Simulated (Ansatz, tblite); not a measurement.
Removing an electron: BCl₃. Total charge 0; singlet. Geometry: PBE-D4/def2-TZVP. Ansatz, gas phase; energy differences of separate SCF runs; the oxidised species was run as a doublet alone.

```xyz
4

B     0.0000    0.0000    0.0000
Cl    0.1005    0.3139   -1.7164
Cl   -1.1194    0.9063    0.9901
Cl    1.0189   -1.2202    0.7263
```

The xTB rows come from tblite. B3LYP takes the VWN-RPA correlation. Correlated methods freeze 16 core orbitals.

```csv
level,−HOMO (eV),vertical IE (eV),−LUMO (eV),HOMO–LUMO gap (eV),remarks
GFN1-xTB,12.98,15.57,7.57,5.40,–
GFN2-xTB,12.39,15.29,8.04,4.36,–
HF/def2-TZVPP,–,11.24,–,–,–
PBE-D4/def2-TZVP,7.67,10.80,2.66,5.01,–
r2SCAN-D4/def2-TZVP,8.03,11.07,2.39,5.64,–
B97M-V/def2-TZVP,8.13,11.18,2.24,5.89,–
r2SCANh-D4/def2-TZVP,8.56,11.24,2.07,6.49,–
B3LYP-D4/def2-TZVP,8.81,11.23,1.91,6.90,–
PBE0-D4/def2-TZVP,9.11,11.33,1.75,7.37,–
ωB97M-V/def2-TZVP,11.36,11.67,-0.41,11.77,–
PBE-QIDH/def2-TZVP,–,11.99,–,–,–
MP2/def2-TZVPP,–,12.20,–,–,–
CCSD/def2-TZVPP,–,11.85,–,–,large T1 (+1 doublet)
CCSD(T)/def2-TZVPP,–,11.71,–,–,large T1 (+1 doublet)
```

Relaxing the oxidised species (PBE-D4/def2-TZVP) changes its energy by -0.01 eV at PBE-D4/def2-TZVP, so the adiabatic ionisation energy to this nearest minimum is 10.79 eV. At PBE0-D4/def2-TZVP it is 11.30 eV.   Raw xTB energy differences between charge states are shifted by several eV; the methods need an empirical correction for them.
